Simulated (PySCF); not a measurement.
**Worked example: chemical shift, span and skew from a shielding tensor**

B(F)(Br)(NH2) (BBrFH2N), SMILES NB(F)Br. Atoms are numbered in the order given.

```xyz
6

B     -0.0671    -0.9452     0.0000
F     -1.2657    -1.5154     0.0000
Br     0.0294     0.9828     0.0000
N      1.0895    -1.7136     0.0000
H      2.0159    -1.3124     0.0000
H      1.0554    -2.7251     0.0000
```
Charge 0, spin multiplicity 1.

Geometry: PBE0-D3(BJ)/def2-SVP. One conformer was computed; it need not be the lowest.

GIAO shieldings from PySCF with KT2/pcSseg-1, non-relativistic, no solvent. The symmetric part of the tensor of N4 has the principal values 115.2, 187.2, 241.4 ppm. The same nucleus in NH3 has σ = 266.2 ppm at this level (PySCF, at its B3LYP-D3(BJ)/def2-TZVP geometry). Without spin–orbit terms, shifts of atoms bonded to Cl or Br come out too high.

Problem. Work out the isotropic shielding, the ¹⁵N shift against NH3, the span and the skew.

Solution. 
σ(iso) = (σ11 + σ22 + σ33)/3 = 181.3 ppm. δ = σ(ref) − σ(iso) = 266.2 − (181.3) = 84.9 ppm.
Span Ω = σ33 − σ11 = 126.2 ppm. Skew κ = 3(σ(iso) − σ22)/Ω = -0.14. Tumbling in solution averages the tensor to δ; in a static solid the shielding alone would spread this spin-1/2 line over Ω.
